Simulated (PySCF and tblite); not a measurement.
Values are calculated unless marked as measured or tabulated.
C₄H₁₁FSi, numbered as in [CH3:1][C@H:2]([SiH3:3])[CH2:4][CH2:5][F:6].

First level. Free energies: PBE0-D3(BJ)/pcSseg-1 on GFN2-xTB structures plus GFN2-xTB thermal terms, symmetry and mirror images included. Conformers within 3 kcal/mol (GFN2-xTB free energy) were kept, 10 at most. GIAO shieldings: PBE0/pcSseg-1. Shifts are against TMS (¹H), TMS (¹³C), CFCl3 (¹⁹F), TMS (²⁹Si) at the same level; of two unlike H on one atom, a is the less shielded. (PySCF 2.14, tblite 0.8.)

It gives, at 298.15 K, with 9 conformers (largest weight 28 %): ¹H: 4.85 (H5a, 1H), 4.82 (H5b, 1H), 3.78 (H3, 3H), 1.71 (H4a, 1H), 1.67 (H4b, 1H), 1.25 (H2, 1H), 1.19 (H1, 3H) ppm. ¹³C: 85.3 (C5), 40.5 (C4), 19.8 (C1), 15.6 (C2) ppm. ¹⁹F: -247.9 (F6) ppm. ²⁹Si: -60.6 (Si3) ppm.

Second level: GFN2-xTB geometries, energies HSE06-D3(BJ)/pcseg-1 (IEF-PCM, methanol), shieldings KT2/pcSseg-1 (IEF-PCM, methanol), on up to 4 of the same conformers.

(1) How do the averaged shifts change?

Unscaled ¹⁹F and ²⁹Si shifts at such levels can be off by tens of ppm; differences between conformers or isomers are more reliable. Shifts are unscaled: against experiment ¹³C can be off by 15 ppm or more and ¹H by 0.8 ppm.

## Answers

(1) 
| signal | first | second | change (ppm) |
| --- | --- | --- | --- |
| H1 | 1.19 | 1.27 | 0.07 |
| H2 | 1.25 | 1.41 | 0.16 |
| H3 | 3.78 | 3.70 | -0.08 |
| H4b | 1.67 | 2.09 | 0.42 |
| H4a | 1.71 | 1.65 | -0.06 |
| H5b | 4.82 | 5.12 | 0.31 |
| H5a | 4.85 | 5.04 | 0.19 |
| C1 | 19.8 | 22.9 | 3.2 |
| C2 | 15.6 | 19.6 | 4.0 |
| C4 | 40.5 | 44.1 | 3.6 |
| C5 | 85.3 | 89.4 | 4.1 |
| Si3 | -60.6 | -67.3 | -6.7 |

The largest weight becomes 40 %.
